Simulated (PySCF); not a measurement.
Al(F)(OH)(SMe) (CH4AlFOS), SMILES [F][Al]([OH])[S]C.

Geometry: PBE-D3(BJ)/def2-SVP. Other conformers were not sampled.

Level of theory: PBE/def2-TZVP (PySCF).

Gas-phase values at a fixed geometry.

**Question.** Estimate the frontier levels, gap, dipole moment and polarisability. (The exact figures need the calculation; the answer reports its results.)

**Answer.** 
```json
{
 "highest_occupied_level": "-6.09 eV",
 "lowest_empty_level": "-1.63 eV",
 "orbital_gap": "4.46 eV",
 "dipole_moment": "2.24 D",
 "quadrupole, principal values (traceless, Buckingham form, about the centre of nuclear charge)": "-6.09, 1.26, 4.83 D·Å",
 "mean_static_polarisability": "59.9 bohr³ (8.87 Å³)",
 "polarisability_principal_values": "47.7, 59.3, 72.6 bohr³"
}
```
